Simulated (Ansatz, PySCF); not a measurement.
Gas-phase reaction R1 + R2 → P1, each structure at its B3LYP-D3(BJ)/def2-TZVP stationary point, reached from a drawn start (curvature not checked).
R1, H2O (SMILES O) (charge 0, multiplicity 1):
```xyz
3

O      0.000     0.000     0.390
H      0.000     0.765    -0.195
H      0.000    -0.765    -0.195
```
R2, BHO2 (SMILES O=BO) (charge 0, multiplicity 1):
```xyz
4

B     -0.212    -0.064     0.461
O     -0.321    -0.096     1.668
O     -0.151    -0.045    -0.861
H      0.684     0.205    -1.268
```
P1, BH3O3 (SMILES OB(O)O) (charge 0, multiplicity 1):
```xyz
7

B      0.00000    -0.00002     0.00001
O      0.00382     0.00112     1.36955
O      1.13413     0.34021    -0.68820
O     -1.13795    -0.34138    -0.68130
H      0.85443     0.25629     1.73950
H      1.01571     0.30470    -1.64226
H     -1.87013    -0.56102    -0.09720
```

P less R. No zero-point or thermal terms. One arrangement of each flexible species, with no search for the lowest.

Correlated levels freeze the cores.

Codes used: Ansatz (Gaussian basis) for Hartree–Fock, density functionals and correlated methods; PySCF for the D3/D4 terms. Each number belongs to the level named beside it.

Question: Estimate the reaction energy that B3LYP-D3(BJ)/def2-TZVPP returns for this input.

Answer: -52.7 kcal/mol

Question: Estimate the reaction energy that PBE-D3(BJ)/def2-TZVPP returns for this input.

Answer: -52.4 kcal/mol

Question: What reaction energy does CCSD(T)/cc-pVQZ give?

Answer: -54.6 kcal/mol

Ansatz is an electronic-structure program.
